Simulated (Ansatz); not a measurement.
C$_{3}$H$_{10}$OSi (`CC[SiH2]CO`). The species carries charge 0 and has multiplicity 1. Geometry: relaxed with PBE0-D4/def2-TZVP. It is one conformer, not always the lowest.

```xyz
15

C    -1.844    0.119   -0.106
C    -0.733   -0.532   -0.925
Si    0.795   -0.972    0.079
C     1.500    0.589    0.888
O     1.738    1.632   -0.054
H    -1.517    1.056    0.354
H    -2.176   -0.534    0.705
H    -2.718    0.349   -0.721
H    -0.428    0.120   -1.752
H    -1.098   -1.449   -1.400
H     0.434   -1.947    1.150
H     1.820   -1.590   -0.805
H     0.856    0.932    1.710
H     2.469    0.361    1.340
H     0.903    1.866   -0.465
```

Q: What is the dipole moment at B3LYP/def2-TZVPP? (An estimate is asked.)

A: The calculation gave: 1.84 D, with components (-1.83, -0.19, 0.02) D in this frame, pointing from negative to positive charge.

Q: And with PBE, r2SCAN, ωB97M-V? (An estimate is asked.)

A: Computed: PBE 1.79 D, r2SCAN 1.84 D, ωB97M-V 1.86 D.

Q: Give the Mulliken charges with B3LYP, r2SCAN, ωB97M-V in def2-TZVPP. (An estimate is asked.)

A: The calculation gave: 
```
atom  B3LYP  r2SCAN  ωB97M-V
  C1  -0.25   -0.14    -0.31
  C2  -0.24   -0.18    -0.35
 Si3   0.32    0.31     0.26
  C4  -0.09   -0.01    -0.17
  O5  -0.35   -0.37    -0.33
  H6   0.07    0.03     0.09
  H7   0.09    0.06     0.12
  H8   0.09    0.05     0.12
  H9   0.08    0.05     0.11
 H10   0.08    0.05     0.11
 H11  -0.09   -0.09    -0.04
 H12  -0.08   -0.08    -0.03
 H13   0.09    0.06     0.12
 H14   0.10    0.06     0.12
 H15   0.18    0.20     0.18
```

B3LYP here is the variant with VWN-RPA as its local correlation; programs differ in this.
